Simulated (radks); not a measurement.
Results of a calculation; reference values are marked as such.
The terbium ion Tb37+, configuration [Ar] 3d10.

Code: a radial shooting solver on a logarithmic mesh with Libxc functionals. Model: non-relativistic Kohn-Sham, TPSS, spin-unpolarised, spherical densities, point nucleus; meta-GGA in the generalised Kohn-Sham scheme; relativity is left out, which matters for an element this heavy.

Energy parts (hartree):
total: -10415.9043
kinetic: 10414.3430
electron-nucleus: -22875.6959
Hartree: 2235.6591
exchange-correlation: -190.2105

Orbitals (lengths in bohr, moments of r in powers of bohr; r(max) is where P^2 peaks; r(90%) holds 90 % of the orbital's charge):
[
 {"orbital": "1s", "occ.": "2", "eigenvalue (hartree)": "-1846.299", "<r>": "0.02332", "r(90%)": "0.0415", "<r^4>": "1.334e-06", "r(max)": "0.01547"},
 {"orbital": "2s", "occ.": "2", "eigenvalue (hartree)": "-342.1685", "<r>": "0.09899", "r(90%)": "0.152", "<r^4>": "0.0002219", "r(max)": "0.08455"},
 {"orbital": "2p", "occ.": "6", "eigenvalue (hartree)": "-328.6947", "<r>": "0.08393", "r(90%)": "0.136", "<r^4>": "0.0001412", "r(max)": "0.06582"},
 {"orbital": "3s", "occ.": "2", "eigenvalue (hartree)": "-116.4566", "<r>": "0.2502", "r(90%)": "0.364", "<r^4>": "0.007453", "r(max)": "0.2327"},
 {"orbital": "3p", "occ.": "6", "eigenvalue (hartree)": "-110.5077", "<r>": "0.2395", "r(90%)": "0.355", "<r^4>": "0.006704", "r(max)": "0.2200"},
 {"orbital": "3d", "occ.": "10", "eigenvalue (hartree)": "-99.67723", "<r>": "0.2111", "r(90%)": "0.326", "<r^4>": "0.004613", "r(max)": "0.1747"},
 {"orbital": "4s", "occ.": "0", "eigenvalue (hartree)": "-57.44038", "<r>": "0.4919", "r(90%)": "0.692", "<r^4>": "0.1009", "r(max)": "0.4882"},
 {"orbital": "4p", "occ.": "0", "eigenvalue (hartree)": "-54.94094", "<r>": "0.4890", "r(90%)": "0.694", "<r^4>": "0.1014", "r(max)": "0.4847"}
]

The highest occupied level is 3d at -2712.4 eV. Summed over all electrons, <r^2> = 1.133 bohr^2, which gives a Langevin (diamagnetic) susceptibility term of -0.898 x 10^-6 cm^3/mol. The density falls to 0.001 e/bohr^3 at r = 0.77 bohr. For comparison, the ionisation energy in NIST's Atomic Spectra Database is 2750 eV (theoretical). In exact Kohn-Sham theory the highest level is minus the ionisation energy, but local and semilocal functionals leave it too shallow, through self-interaction and a potential that decays too fast; potentials with the right tail come closer. The electron density at the nucleus is 1.949e+05 e/bohr^3. Virial ratio -V/T = 2.00015.
